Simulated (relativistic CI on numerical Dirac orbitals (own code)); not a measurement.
Computed by Dirac-Coulomb-Breit CI, separate exchange-only KLI orbitals for each configuration, a model potential for QED, unscaled Slater integrals (own radial code, finite nucleus).

CI space (outside the closed core [Ne]): 3s2.3p6.3d7, 3s2.3p5.3d8, 3s2.3p4.3d9, 3s.3p6.3d8, 3p6.3d9, 3s.3p5.3d9, 3s2.3p6.3d6.4s, 3s2.3p6.3d6.4p, 3s2.3p4.3d8.4s, 3s2.3p6.3d6.4d, 3s2.3p4.3d8.4p, 3s2.3p5.3d7.4s, 3s2.3p6.3d6.4f, 3s2.3p4.3d8.4d, 3s.3p5.3d8.4s, 3s2.3p5.3d7.4p, 3s.3p5.3d8.4p, 3s2.3p5.3d7.4d, 3s2.3p6.3d5.4s2, 3s.3p5.3d8.4d, 3s.3p6.3d7.4s, 3p6.3d8.4s, 3s2.3p6.3d5.4s.4p, 3s2.3p5.3d7.4f, 3p6.3d8.4p, 3s2.3p6.3d6.5s, 3s.3p6.3d7.4p, 3s2.3p6.3d5.4p2, 3s2.3p6.3d6.5p, 3p6.3d8.4d, 3s2.3p6.3d6.5d, 3s2.3p5.3d6.4s2, 3s2.3p6.3d6.5f, 3s.3p6.3d6.4s2, 3s2.3p5.3d7.5s, 3s2.3p6.3d6.6s. Levels of other configurations are missing.

At this charge energies of transitions that change n are usually good to better than 1 %, and those within a shell (Δn = 0) to a few per cent.

Outline of the computed level scheme of Dy XLII. Lowest level of each configuration: 3s2.3p6.3d7 4F_9/2 at 0.000 eV; 3s2.3p5.3d8 4G°_11/2 at 328.758 eV.

Some strong electric-dipole decays among the lowest 45 levels: 3s2.3p5.3d8 4D°_7/2 → 3s2.3p6.3d7 4F_9/2 (1.4e+12 s⁻¹); 3s2.3p5.3d8 4S°_3/2 → 3s2.3p6.3d7 4P_5/2 (1.2e+12 s⁻¹); 3s2.3p5.3d8 2F°_7/2 → 3s2.3p6.3d7 2H_9/2 (1.2e+12 s⁻¹); 3s2.3p5.3d8 2P°_3/2 → 3s2.3p6.3d7 2D_5/2 (1.0e+12 s⁻¹); 3s2.3p5.3d8 2G°_9/2 → 3s2.3p6.3d7 2H_11/2 (9.2e+11 s⁻¹); 3s2.3p5.3d8 2P°_1/2 → 3s2.3p6.3d7 2P_3/2 (8.7e+11 s⁻¹); 3s2.3p5.3d8 4D°_5/2 → 3s2.3p6.3d7 4F_7/2 (8.7e+11 s⁻¹); 3s2.3p5.3d8 4F°_9/2 → 3s2.3p6.3d7 4F_9/2 (7.4e+11 s⁻¹).

LS names give the leading component of a level, which can be under half, so a name can repeat, a term be missing and a line seem to break the LS rules.
